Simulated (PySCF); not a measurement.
## Simulated characterisation data

Calculated, not measured (PySCF 2.14): NMR shieldings at PBE0/pcSseg-1/GIAO, GFN2-xTB structure. Averaged over atoms made equivalent by symmetry, fast rotation or ring inversion, isolated molecule, no relativistic terms, a single conformation.

Chemical shifts δ = σref − σ; TMS for $^{1}$H (σ = 31.72 ppm) and $^{13}$C (σ = 186.93 ppm), all at this level. Splittings of carbon signals by F and P are missing where no couplings were computed. Where no couplings were computed, multiplicities follow the n + 1 count of equivalent neighbours, and m marks all less simple cases (inequivalent or close neighbours, rings, F or P nearby). Shifts are as computed. Against solution values, carbons near 30 ppm lie about +3 ppm off and those near 130 ppm about +5 ppm. Of 1211 compounds with measured shifts, 218 miss one by over three times the rms of a fit or turn the order of signals round; such compounds aren't used in these exercises.

Compound 1 (C$_{8}$H$_{7}$F). $^{1}$H NMR (400 MHz, computed): δ 7.76 (m, 1H), 7.58 (m, 1H), 7.21 (m, 1H), 7.10 (d, 1H), 6.84 (m, 1H), 6.31 (m, 1H), 5.71 (m, 1H). $^{13}$C{$^{1}$H} NMR (computed): δ 173.6, 144.3, 143.9, 135.9, 131.1, 121.1, 120.3, 114.7. Structure: 3-fluorostyrene (SMILES C=Cc1cccc(F)c1).

Compound 2 (C$_{8}$H$_{7}$F). $^{1}$H NMR (400 MHz, computed): δ 2.41 (m, 3H), 1.97 (s, 1H), 1.95 (s, 3H). $^{13}$C{$^{1}$H} NMR (computed): δ 181.5 (C), 103.6 (C), 89.2 (C), 81.0 (CH), 76.8 (C), 73.5 (C), 20.5 (CH3), 16.6 (CH3). Structure: `C#CC#C/C(C)=C(\C)F`.
